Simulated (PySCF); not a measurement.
```xyz
4
charge 0 multiplicity 5, angstrom
Mn    0.0272    0.0000    0.0000
H     1.6900    0.0000   -0.0002
H    -1.5874    0.4779    0.0002
H    -1.5874   -0.4779    0.0002
```

Level of theory: UPBE0/[Mn def2-TZVP, H def2-TZVP], no relativity, density fitting, PySCF.

This geometry of MnH3 is a stationary point at this level.

Task: What is the point group?

Result: C2v.

Task: Is it a minimum?

Result: Yes: all harmonic wavenumbers are real.

Task: Which band is strongest in the infrared?

Result: 1922 cm⁻¹ (a1), 1001 km/mol.

Task: What are the dipole moment and the gap between the highest occupied and lowest empty levels of either spin?

Result: 2.16 D and 3.86 eV.

The determinant is spin-contaminated (⟨S²⟩ = 6.21, pure value 6.00). This need not be the most stable arrangement of these atoms. With open d or f shells other occupations or spin states may lie lower.
